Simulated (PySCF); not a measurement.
## Nuclear quadrupole coupling in `C=CCN([SiH3])[SiH3]`

Species: C₃H₁₁NSi₂.
SMILES with atom numbers: `[CH2:1]=[CH:2][CH2:3][N:4]([SiH3:5])[SiH3:6]` (hydrogens: H7, H8 on C1; H9 on C2; H10, H11 on C3; H12, H13, H14 on Si5; H15, H16, H17 on Si6)

Geometry (PBE0-D3(BJ)/def2-SVP, Å), atoms numbered from 1 in this order:
```
atom  x, y, z in Å
C1     2.4854   -1.0704   -0.3395
C2     1.6521   -0.0827   -0.0112
C3     0.4525    0.3237   -0.8152
N4    -0.7969    0.2526   -0.0511
Si5   -1.3457   -1.3361    0.4360
Si6   -1.5033    1.7548    0.4844
H7     3.3428   -1.3321    0.2858
H8     2.3399   -1.6551   -1.2540
H9     1.8106    0.4788    0.9179
H10    0.5917    1.3583   -1.1805
H11    0.3829   -0.3087   -1.7189
H12   -2.7840   -1.2242    0.8156
H13   -0.5953   -1.9140    1.5949
H14   -1.1794   -2.2665   -0.7235
H15   -1.5945    2.7001   -0.6723
H16   -0.6942    2.4400    1.5451
H17   -2.8591    1.4667    1.0338
```

Field gradients from the PBE0/pcSseg-1 density (PySCF, non-relativistic), principal values in atomic units, ordered |Vxx| ≤ |Vyy| ≤ |Vzz|:

```csv
atom,Vxx,Vyy,Vzz
N4,0.1899,0.6705,-0.8604
```

Find the asymmetry η = (Vxx − Vyy)/Vzz and the couplings χ = eQV/h (234.96 MHz × Q in barn × V in au), with Q(14N) = 0.02044 b.

```
atom                      environment  nucleus     η  χzz (MHz)  χxx (MHz)  χyy (MHz)
  N4  nitrogen bridging silicon atoms      14N  0.56     -4.132      0.912      3.220
```

What is Vzz at N4 in SI units (1 au = 9.71736 × 10²¹ V/m²)?

-0.8604 au = -8.361 × 10²¹ V/m².

And the gradient at the other heavy atoms, for which no coupling is worked out here?

```csv
atom,environment,Vzz (au),η
C1,terminal =CH2 carbon,0.301,0.43
C2,alkene CH carbon,0.325,0.55
C3,sp3 carbon bound to nitrogen,0.251,0.29
Si5,SiH3 silicon,0.305,0.06
Si6,SiH3 silicon,0.284,0.08
```

Were the hydrogens deuterons (Q(2H) = 0.00286 b), χzz would run from 91 kHz (H16) to 206 kHz (H7).

The structure is a single PBE0-D3(BJ)/def2-SVP conformer in the gas phase; no vibrational or solvent corrections. The basis is small and wasn't made for field gradients, so the couplings can be 20 % off.
